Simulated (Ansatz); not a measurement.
The cluster Si₃O₆. Charge 0, multiplicity 3. Geometry PBE0-D4/def2-SVP, that of the neutral singlet; atoms count from 1.

```xyz
9

Si    0.000    0.000    0.000
Si   -2.367   -0.247    0.032
Si    2.367    0.247   -0.032
O    -1.079   -1.142   -0.575
O     1.102    0.709   -1.040
O    -1.275    0.897    0.607
O     1.252   -0.464    1.008
O     3.872    0.403   -0.052
O    -3.872   -0.403    0.053
```

At PBE0-D4/def2-TZVP a singlet of charge 0 lies 4.81 eV below the triplet at the same geometry. The structure comes from a short search, and lower isomers may exist.

**Question.** Estimate the Mulliken populations from the PBE0/def2-TZVP orbitals of Ansatz.

**Answer.** 
```
atom  charge (e)  spin (α − β)
 Si1        0.71          0.19
 Si2        0.49          0.87
 Si3        0.72          0.06
  O4       -0.33         -0.01
  O5       -0.37          0.00
  O6       -0.33         -0.01
  O7       -0.37          0.00
  O8       -0.48          0.00
  O9       -0.04          0.89
```
Mulliken values and Mayer orders depend strongly on the basis.

**Question.** Where does the spin sit?

**Answer.** Summed by element: Si 1.12, O 0.88, of 2 unpaired in all. Largest on single atoms: O9 0.89, Si2 0.87, Si1 0.19.

**Question.** And the Mayer bond orders between bonded heavy atoms (over 0.3)?

**Answer.** Si1–Si2 0.47 (2.38 Å); Si1–O4 1.07 (1.67 Å); Si1–O5 1.09 (1.67 Å); Si1–O6 1.07 (1.67 Å); Si1–O7 1.09 (1.67 Å); Si2–O4 1.02 (1.68 Å); Si2–O6 1.02 (1.68 Å); Si2–O9 1.18 (1.51 Å); Si3–O5 1.09 (1.68 Å); Si3–O7 1.09 (1.68 Å); Si3–O8 2.18 (1.51 Å).
